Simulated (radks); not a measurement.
Results of a calculation; reference values are marked as such.
Problem. Ionisation of the erbium ion Er+, [Xe] 4f12 6s1, to Er2+, [Xe] 4f12, under several functionals. Dirac Kohn-Sham, spin-unpolarised, spherical densities, point nucleus; open shells are shared between the two j in proportion to 2j + 1; a radial shooting solver on a logarithmic mesh with Libxc functionals. Known Delta-SCF values: RPBE 11.901 eV; B86b exchange with PBE correlation 11.951 eV; LDA (Slater exchange, Perdew-Zunger correlation) 12.170 eV. What does LDA (Slater exchange, VWN5 correlation) give, and what is its highest occupied eigenvalue?

Solution. 12.163 eV by Delta-SCF; the 6s1/2 eigenvalue is -9.329 eV. NIST: 11.92 eV (semi-empirical).

Beside tabulated values, note that spin-unpolarised runs miss the spin-polarisation part of the exchange energy of open shells.
